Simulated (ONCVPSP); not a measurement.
**Plane-wave convergence, ONCV potential for Cd (Z = 48)**

ONCVPSP 4.0.1 input, shortened (lines: element, Z, core and valence counts, functional; n l f; lmax; l rc ep ncon nbas qcut; lloc lpopt rc5 dvloc0; l nproj debl; icmod fcfact rcfact), PBE, scalar-relativistic:

```
  Cd 48.00    9    1        4      upf
    1    0    2.00
    2    0    2.00
    2    1    6.00
    3    0    2.00
    3    1    6.00
    3    2   10.00
    4    0    2.00
    4    1    6.00
    4    2   10.00
    5    0    2.00
    1
    0    2.40    0.00    5    9    2.70
    1    1.95    0.32    4    9    4.30
    4    4    1.90    1.00
    0    2    2.00
    1    2    1.90
    0    0.00    0.00
```

Problem. For each optimised wave give the share of its norm inside rc, the residual kinetic energy above qcut (Ha) and the cutoffs (Ha) for errors of 10, 1, 0.1 and 0.01 mHa per electron.

Solution.

| wave | norm inside rc | residual KE | 10 mHa | 1 mHa | 0.1 mHa | 0.01 mHa |
| --- | --- | --- | --- | --- | --- | --- |
| 5s | 0.376 | 3.1e-03 | 2.7 | 7.4 | 31.3 | 38.1 |
| s projector 2 | 0.136 | 7.1e-02 | 5.5 | 15.4 | 33.2 | 39.7 |
| p projector 1 | 0.066 | 4.7e-04 | 1.1 | 4.3 | 56.0 | 73.5 |
| p projector 2 | 0.250 | 2.9e-02 | 12.0 | 72.8 | 92.8 | 119.3 |

The occupied waves need 7.4 Ha and 31 Ha for 1 and 0.1 mHa. The cutoffs count occupied waves only; projector 2 of the p channel, the hardest unoccupied one, needs 73 Ha at the loose tolerance. Note: ghosts flagged at negative energy: p at -37.4 eV; GHOST(+) flagged for s at 94.4 eV. A true bound ghost makes a file unfit for plane-wave use. 1 of 4 tests not solved or not reliable.
